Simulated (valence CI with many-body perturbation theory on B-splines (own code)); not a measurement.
## E1 transitions of Mn V

Method: relativistic CI+MBPT: three valence electrons over a frozen Dirac-Fock core [Ar], a basis of 9 s, 9 p, 10 d, 8 f, 5 g, 3 h, 1 i functions for each j, with the one-electron correlation potential Σ1 (screened to all orders), the two-electron term Σ2, the three-electron term Σ3, Breit, model QED; selected single and double excitations, second order for the rest, scaled by the run's own slope (own B-spline code, finite nucleus).

Set against measurement, 62 paired levels are off by 835 cm⁻¹ on average, the worst by 1518. These come from a selection out of Corliss and Sugar, J. Phys. Chem. Ref. Data 6, 1253 (1977). Levels without a partner in it may be off by more, other configurations by 1,000 to 8,000 cm⁻¹.

Lines 201 to 250 of 266 in falling wavelength, among levels below 33.573 eV, chosen from the strongest by gf and those to the six lowest levels. Wavelengths and rates use the calculated energies, so an error of 800 cm⁻¹ moves a line at 407.9 Å by 0.33 % and its rate by three times that or more. Electric multipoles are in the length gauge, E1 and E2 with the static RPA response of the core. Weak lines are less certain than strong ones. Lines between different terms over intervals too small for the method are left out, as are lines whose strength nearly cancels. Where a level lies close to another of its J and parity, the split of strength between their lines is uncertain. The highest levels of a list are the least certain.

Names give the largest LS component (configuration and term), which can be under half, so a name can repeat, a term be missing and a line seem to break the LS rules; names also repeat where a configuration has a term twice. Letters in brackets count levels of one name in rising energy.

| λ vac (Å) | λ from measured levels | Upper | Lower | A (s⁻¹) | S (a.u.) |
| --- | --- | --- | --- | --- | --- |
| 407.9 | 406.0 | 3d²4p ⁴D°_7/2 [a] | 3d³ ⁴F_9/2 | 3.37e+09 | 9.04e-01 |
| 407.5 | 405.6 | 3d²4p ⁴D°_5/2 [a] | 3d³ ⁴F_5/2 | 2.65e+08 | 5.32e-02 |
| 407.4 | 405.6 | 3d²4p ⁴D°_1/2 [a] | 3d³ ⁴F_3/2 | 5.00e+09 | 3.34e-01 |
| 406.9 | 405.1 | 3d²4p ⁴D°_7/2 [a] | 3d³ ⁴F_7/2 | 1.78e+08 | 4.75e-02 |
| 406.9 | 405.6 | 3d²4p ²H°_9/2 | 3d³ ²H_9/2 | 2.24e+09 | 7.44e-01 |
| 406.9 | 405.0 | 3d²4p ⁴D°_5/2 [a] | 3d³ ⁴F_3/2 | 4.03e+05 | 8.04e-05 |
| 406.9 | 405.1 | 3d²4p ⁴D°_3/2 [a] | 3d³ ⁴F_5/2 | 1.96e+09 | 2.61e-01 |
| 406.3 | 404.3 | 3d²4p ²G°_9/2 [b] | 3d³ ²G_9/2 | 1.10e+09 | 3.63e-01 |
| 406.3 | 404.5 | 3d²4p ⁴D°_3/2 [a] | 3d³ ⁴F_3/2 | 7.76e+08 | 1.03e-01 |
| 406.2 | 404.4 | 3d²4p ²D°_5/2 [a] | 3d³ ⁴F_7/2 | 8.22e+08 | 1.63e-01 |
| 406.1 | 404.3 | 3d²4p ⁴D°_7/2 [a] | 3d³ ⁴F_5/2 | 4.63e+05 | 1.22e-04 |
| 405.7 | 403.7 | 3d²4p ²G°_7/2 [b] | 3d³ ²G_7/2 | 9.20e+08 | 2.43e-01 |
| 405.4 | 403.7 | 3d²4p ²D°_5/2 [a] | 3d³ ⁴F_5/2 | 2.92e+08 | 5.76e-02 |
| 405.0 | 403.7 | 3d²4p ⁴P°_3/2 | 3d³ ⁴P_5/2 | 1.45e+09 | 1.90e-01 |
| 404.9 | 403.1 | 3d²4p ²D°_5/2 [a] | 3d³ ⁴F_3/2 | 2.60e+07 | 5.11e-03 |
| 404.8 | 403.5 | 3d²4p ⁴P°_1/2 | 3d³ ⁴P_3/2 | 2.15e+09 | 1.41e-01 |
| 404.6 | 403.3 | 3d²4p ⁴P°_1/2 | 3d³ ⁴P_1/2 | 4.14e+08 | 2.70e-02 |
| 404.3 | 403.0 | 3d²4p ⁴P°_3/2 | 3d³ ⁴P_3/2 | 2.74e+08 | 3.58e-02 |
| 404.0 | 402.7 | 3d²4p ⁴P°_3/2 | 3d³ ⁴P_1/2 | 9.31e+08 | 1.21e-01 |
| 403.8 | 402.5 | 3d²4p ⁴P°_5/2 | 3d³ ⁴P_5/2 | 1.79e+09 | 3.49e-01 |
| 403.2 | 400.7 | 3d²4p ²G°_7/2 [a] | 3d³ ⁴F_9/2 | 6.85e+05 | 1.77e-04 |
| 403.1 | 401.8 | 3d²4p ⁴P°_5/2 | 3d³ ⁴P_3/2 | 6.70e+08 | 1.30e-01 |
| 402.2 | 399.8 | 3d²4p ²G°_7/2 [a] | 3d³ ⁴F_7/2 | 6.96e+06 | 1.79e-03 |
| 401.9 | 399.5 | 3d²4p ²G°_9/2 [a] | 3d³ ⁴F_9/2 | 3.66e+07 | 1.17e-02 |
| 401.5 | 399.0 | 3d²4p ²G°_7/2 [a] | 3d³ ⁴F_5/2 | 4.36e+06 | 1.11e-03 |
| 401.0 | 398.6 | 3d²4p ²G°_9/2 [a] | 3d³ ⁴F_7/2 | 9.04e+06 | 2.88e-03 |
| 397.0 | 394.7 | 3d²4p ²D°_5/2 [c] | 3d³ ⁴P_3/2 | 1.91e+07 | 3.54e-03 |
| 396.9 | 394.7 | 3d²4p ²D°_3/2 [c] | 3d³ ⁴P_3/2 | 1.00e+05 | 1.24e-05 |
| 396.7 | 394.4 | 3d²4p ²D°_3/2 [c] | 3d³ ⁴P_1/2 | 2.93e+06 | 3.61e-04 |
| 387.9 | 386.5 | 3d²4p ²F°_5/2 [b] | 3d³ ⁴F_7/2 | 3.29e+07 | 5.69e-03 |
| 387.7 | 386.6 | 3d²4p ²P°_3/2 | 3d³ ⁴F_5/2 | 3.63e+06 | 4.17e-04 |
| 387.2 | 386.0 | 3d²4p ²P°_3/2 | 3d³ ⁴F_3/2 | 3.26e+05 | 3.74e-05 |
| 387.1 | 385.8 | 3d²4p ²F°_5/2 [b] | 3d³ ⁴F_5/2 | 7.07e+06 | 1.22e-03 |
| 387.0 | 385.7 | 3d²4p ²F°_7/2 [b] | 3d³ ⁴F_9/2 | 1.28e+08 | 2.93e-02 |
| 386.6 | 385.2 | 3d²4p ²F°_5/2 [b] | 3d³ ⁴F_3/2 | 1.21e+05 | 2.07e-05 |
| 386.2 | 384.8 | 3d²4p ²F°_7/2 [b] | 3d³ ⁴F_7/2 | 1.71e+07 | 3.88e-03 |
| 385.7 | 384.6 | 3d²4p ²P°_1/2 | 3d³ ⁴F_3/2 | 1.44e+07 | 8.18e-04 |
| 385.5 | 384.1 | 3d²4p ²F°_7/2 [b] | 3d³ ⁴F_5/2 | 5.63e+05 | 1.27e-04 |
| 384.6 | 384.0 | 3d²4p ⁴D°_3/2 [b] | 3d³ ⁴F_5/2 | 1.45e+09 | 1.62e-01 |
| 384.6 | 383.9 | 3d²4p ⁴D°_1/2 [b] | 3d³ ⁴F_3/2 | 1.88e+09 | 1.05e-01 |
| 384.4 | 383.7 | 3d²4p ⁴D°_5/2 [b] | 3d³ ⁴F_7/2 | 1.37e+09 | 2.31e-01 |
| 384.1 | 383.4 | 3d²4p ⁴D°_3/2 [b] | 3d³ ⁴F_3/2 | 3.52e+08 | 3.94e-02 |
| 383.7 | 383.0 | 3d²4p ⁴D°_5/2 [b] | 3d³ ⁴F_5/2 | 2.89e+08 | 4.84e-02 |
| 383.6 | 382.9 | 3d²4p ⁴D°_7/2 [b] | 3d³ ⁴F_9/2 | 1.64e+09 | 3.66e-01 |
| 383.2 | 382.5 | 3d²4p ⁴D°_5/2 [b] | 3d³ ⁴F_3/2 | 1.62e+07 | 2.69e-03 |
| 382.9 | 381.8 | 3d²4p ²D°_3/2 [b] | 3d³ ⁴F_5/2 | 6.78e+07 | 7.51e-03 |
| 382.8 | 382.1 | 3d²4p ⁴D°_7/2 [b] | 3d³ ⁴F_7/2 | 1.94e+08 | 4.29e-02 |
| 382.7 | 381.7 | 3d²4p ²D°_5/2 [b] | 3d³ ⁴F_7/2 | 1.58e+08 | 2.62e-02 |
| 382.4 | 381.3 | 3d²4p ²D°_3/2 [b] | 3d³ ⁴F_3/2 | 3.12e+07 | 3.44e-03 |
| 382.1 | 381.4 | 3d²4p ⁴D°_7/2 [b] | 3d³ ⁴F_5/2 | 1.03e+07 | 2.27e-03 |
